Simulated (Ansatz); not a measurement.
Input:

```yaml
crystal:
  periodic: [false, false, false]
  atoms:
    - { symbol: Ga, position_ang: [0.240849, 0.0, -0.570776] }
    - { symbol: Cl, position_ang: [1.341219, 0.0, 1.832945] }
    - { symbol: H, position_ang: [1.710766, 0.0, 0.226253] }
    - { symbol: H, position_ang: [-1.335234, 0.0, -0.358222] }
basis:
  gaussian: { orbitals: def2-SVPD }
hamiltonian:
  xc: pbe0
  dispersion: d4
md:
  timestep: 0.5
  n_steps: 200
  ensemble: nve
  temperature: 100.0
  initial_velocities: maxwell_boltzmann
  seed: 9516
```

Run as:

```bash
$ ansatz run input.yaml --threads 1 --pin off --max-ram 2048MiB --backend cpu --events-out ev --progress --plain --runs-dir out
```

Hardware: 1 thread of Arm Neoverse N1, on a shared host.

Roughly how long does this run take, and how much memory?

13 min, with a peak of 0.15 GiB, for 201 ionic steps.
